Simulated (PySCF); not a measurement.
`[C@H]1(C)[C@H](C=C)CC=C1`, C$_{8}$H$_{12}$

Geometry:
```json
{"atom": "C1", "x (Å)": "2.241", "y (Å)": "1.618", "z (Å)": "-0.646"}
{"atom": "C2", "x (Å)": "1.439", "y (Å)": "0.612", "z (Å)": "-0.941"}
{"atom": "C3", "x (Å)": "0.521", "y (Å)": "-0.052", "z (Å)": "0.029"}
{"atom": "C4", "x (Å)": "0.736", "y (Å)": "-1.579", "z (Å)": "0.119"}
{"atom": "C5", "x (Å)": "-0.653", "y (Å)": "-2.130", "z (Å)": "0.229"}
{"atom": "C6", "x (Å)": "-1.571", "y (Å)": "-1.218", "z (Å)": "-0.037"}
{"atom": "C7", "x (Å)": "-0.970", "y (Å)": "0.120", "z (Å)": "-0.364"}
{"atom": "C8", "x (Å)": "-1.640", "y (Å)": "1.279", "z (Å)": "0.365"}
{"atom": "H9", "x (Å)": "2.877", "y (Å)": "2.080", "z (Å)": "-1.383"}
{"atom": "H10", "x (Å)": "2.296", "y (Å)": "2.026", "z (Å)": "0.350"}
{"atom": "H11", "x (Å)": "1.404", "y (Å)": "0.222", "z (Å)": "-1.951"}
{"atom": "H12", "x (Å)": "0.668", "y (Å)": "0.385", "z (Å)": "1.021"}
{"atom": "H13", "x (Å)": "1.218", "y (Å)": "-1.962", "z (Å)": "-0.786"}
{"atom": "H14", "x (Å)": "1.364", "y (Å)": "-1.856", "z (Å)": "0.967"}
{"atom": "H15", "x (Å)": "-0.828", "y (Å)": "-3.164", "z (Å)": "0.473"}
{"atom": "H16", "x (Å)": "-2.637", "y (Å)": "-1.366", "z (Å)": "-0.049"}
{"atom": "H17", "x (Å)": "-1.053", "y (Å)": "0.296", "z (Å)": "-1.444"}
{"atom": "H18", "x (Å)": "-1.123", "y (Å)": "2.210", "z (Å)": "0.144"}
{"atom": "H19", "x (Å)": "-1.618", "y (Å)": "1.114", "z (Å)": "1.440"}
{"atom": "H20", "x (Å)": "-2.678", "y (Å)": "1.376", "z (Å)": "0.054"}
```

Method used: GIAO PBE0/pcSseg-1 magnetisability, rotational g tensor and spin-rotation constants, non-relativistic, gas phase in PySCF 2.14.0. Geometry: GFN2-xTB.

Problem. Give the nuclear spin-rotation constants along the inertial axes (H = +C I·J) beside the isotropic shieldings.

Solution. Rotational constants 3.0808, 1.7401, 1.2168 GHz. A star marks the isotopologue with that one atom substituted, in its own axes.
```tsv
atom	isotope	Caa (kHz)	Cbb (kHz)	Ccc (kHz)	mean (kHz)	σ (ppm)
H9	1H	0.101	-0.195	-0.057	-0.050	26.5
H10	1H	-0.298	-0.172	0.085	-0.128	26.4
H11	1H	-0.307	-0.168	0.104	-0.123	25.6
H12	1H	-0.302	-0.197	0.040	-0.153	29.5
H13	1H	-0.294	-0.086	-0.037	-0.139	29.3
H14	1H	-0.316	-0.118	0.000	-0.144	29.0
H15	1H	0.080	-0.052	-0.137	-0.036	25.9
H16	1H	0.160	-0.100	-0.137	-0.025	25.9
H17	1H	-0.296	-0.185	0.038	-0.148	29.2
H18	1H	0.030	-0.153	-0.140	-0.088	30.4
H19	1H	-0.338	-0.190	0.016	-0.171	31.1
H20	1H	-0.182	-0.082	-0.106	-0.123	30.4
C1	13C*	0.989	0.285	0.488	0.588	66.6
C2	13C*	1.142	0.338	0.580	0.686	34.0
C3	13C*	0.621	0.335	0.256	0.404	130.1
C4	13C*	0.468	0.322	0.260	0.350	141.3
C5	13C*	1.510	0.511	0.218	0.746	50.5
C6	13C*	1.554	0.534	0.231	0.773	43.0
C7	13C*	0.504	0.365	0.254	0.374	134.8
C8	13C*	0.501	0.232	0.174	0.302	165.2
```
For the geometry as given, no vibrational averaging.

Problem. How do the rotational constants and the g tensor change when H9, H10, H11, H12, H13, H14, H15, H16, H17, H18, H19, H20 are replaced by deuterium?

Solution. Constants 2.4152, 1.4627, 1.0256 GHz; g -0.0184, -0.0059, -0.0054, against -0.0234, -0.0071, -0.0065 before.
